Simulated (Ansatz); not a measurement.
`BC[SiH](C)F` + `S[CH2][GeH2][Cl]` → `C[SiH](F)CS` + `B[CH2][GeH2][Cl]`  (redistribution)

Program: Ansatz. Geometries: PBE0-D4/def2-TZVP. ΔE: electronic, gas phase. CCSD(T)/CBS is the MP2 limit (def2-TZVPP, def2-QZVPP) plus CCSD(T) − MP2 in def2-TZVPP, frozen cores. DFT in def2-TZVPP. For Ge outer-core shells are correlated without core-valence functions, which leaves a few kJ/mol of doubt a bond. Scalar relativity is left out up to krypton. One conformer a species, not always the lowest.

`BC[SiH](C)F`:

Cartesian coordinates in Å:
```
B 1.430 -0.904 0.960
C 1.335 0.165 -0.135
Si -0.359 0.129 -0.945
C -1.734 0.439 0.258
F -0.369 1.298 -2.046
H 1.767 -2.024 0.698
H 1.108 -0.656 2.087
H 1.420 1.193 0.237
H 2.020 0.006 -0.975
H -0.559 -1.146 -1.679
H -1.573 1.370 0.809
H -1.789 -0.376 0.985
H -2.696 0.505 -0.254
```

`S[CH2][GeH2][Cl]`:

Cartesian coordinates in Å:
```
S -1.240 -1.223 1.138
C -0.422 -0.795 -0.413
Ge 0.386 0.982 -0.371
Cl 1.822 0.951 1.247
H -0.202 -0.950 1.947
H 0.318 -1.545 -0.695
H -1.204 -0.792 -1.177
H 1.186 1.304 -1.644
H -0.642 2.067 -0.031
```

`C[SiH](F)CS`:

```xyz
12

C    -1.700   -0.156    0.110
Si   -0.101    0.748    0.335
F     0.100    1.774   -0.886
C     1.375   -0.397    0.323
S     1.547   -1.259   -1.265
H    -2.532    0.546    0.010
H    -1.900   -0.795    0.975
H    -1.665   -0.786   -0.781
H    -0.099    1.564    1.579
H     2.302    0.119    0.584
H     1.223   -1.184    1.069
H     1.449   -0.175   -2.052
```

`B[CH2][GeH2][Cl]`:

```xyz
10

B    -0.428    1.516   -0.422
C    -0.768    0.191    0.273
Ge    0.793   -0.991    0.042
Cl    0.281   -2.847    1.020
H    -0.663    1.673   -1.586
H     0.143    2.386    0.171
H    -0.883    0.244    1.358
H    -1.583   -0.380   -0.176
H     2.046   -0.458    0.748
H     1.062   -1.334   -1.428
```

```
           species  B2PLYP energy (Eh)
     `BC[SiH](C)F`          -495.09652
`S[CH2][GeH2][Cl]`         -2975.92463
     `C[SiH](F)CS`          -867.75845
`B[CH2][GeH2][Cl]`         -2603.26281
```

(1) Work out ΔE.

Largest T1 diagnostic among the species: 0.011.

## Answers

(1) ΔE = (-867.75845) + (-2603.26281) − (-495.09652) − (-2975.92463) = -0.00011 Eh = -0.3 kJ/mol. CCSD(T)/CBS gives +0.9 kJ/mol.
